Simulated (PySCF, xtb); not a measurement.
C4H10Cl3GeN, SMILES CC[N](CC)[Ge]([Cl])([Cl])[Cl].

GFN2-xTB (xtb 6.7.1) at its own geometry gives an orbital gap of 3.68 eV and a dipole moment of 3.01 D.

Geometry optimised at r2SCAN-D4/def2-SVP. One conformer was computed; it need not be the lowest.

Q: What does r2SCAN/def2-SVP (PySCF) give? (An estimate is asked for; the answer gives what the named calculation found.)

A: gap 3.95 eV (levels -5.91 and -1.96 eV), dipole 3.05 D.
